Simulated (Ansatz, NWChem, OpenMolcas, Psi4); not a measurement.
InNH4 (SMILES [NH2][InH2]): methods side by side

InNH4: 6 atoms, total charge 0, spin state singlet. As SMILES, `[NH2][InH2]`. The coordinates come from a PBE0-D4/def2-TZVP relaxation.

| atom | x (Å) | y (Å) | z (Å) |
| --- | --- | --- | --- |
| N | -0.0922 | -1.0605 | 0.0366 |
| In | 0.0953 | 0.9359 | -0.0483 |
| H | -0.5980 | -1.5529 | 0.7534 |
| H | 0.3119 | -1.6973 | -0.6293 |
| H | 1.0125 | 1.5205 | -1.3707 |
| H | -0.6874 | 1.7903 | 1.2121 |

Each level gives the energy change with the N1–H4 bond stretched from 1.006 to 1.157 Å (eV). The values are calculated.

| level | kind | program | value (eV) | CPU time (all runs) |
| --- | --- | --- | --- | --- |
| HF/def2-SVP (core potential) (restricted) | Hartree–Fock | Ansatz | 0.46 | 4.4 s |
| SVWN5/def2-SVP (core potential) (restricted) | LDA | Psi4 | 0.29 | 16 s |
| BLYP/def2-SVP (core potential) (restricted) | GGA | Psi4 | 0.28 | 25 s |
| PBE/def2-SVP (core potential) (restricted) | GGA | NWChem | 0.30 | 39 s |
| r2SCAN/def2-SVP (core potential) (restricted) | meta-GGA | OpenMolcas | 0.35 | 54 s |
| B3LYP/def2-SVP (core potential) (restricted) | global hybrid | Ansatz | 0.34 | 11 s |
| CAM-B3LYP/def2-SVP (core potential) (restricted) | range-separated hybrid | Psi4 | 0.36 | 62 s |
| wB97M-V/def2-SVP (core potential) (restricted) | range-separated hybrid | Ansatz | 0.36 | 1.8 min |
| PBE-QIDH/def2-SVP (core potential) (restricted) | double hybrid | Ansatz | 0.40 | 17 s |
| RPA@PBE/def2-SVP (core potential) (restricted) | RPA | Ansatz | 0.31 | 22 s |

The first shape isn't each level's own minimum. The values span 0.28 to 0.46 eV. CPU times are rough (shared hosts, several kinds of processor and program).
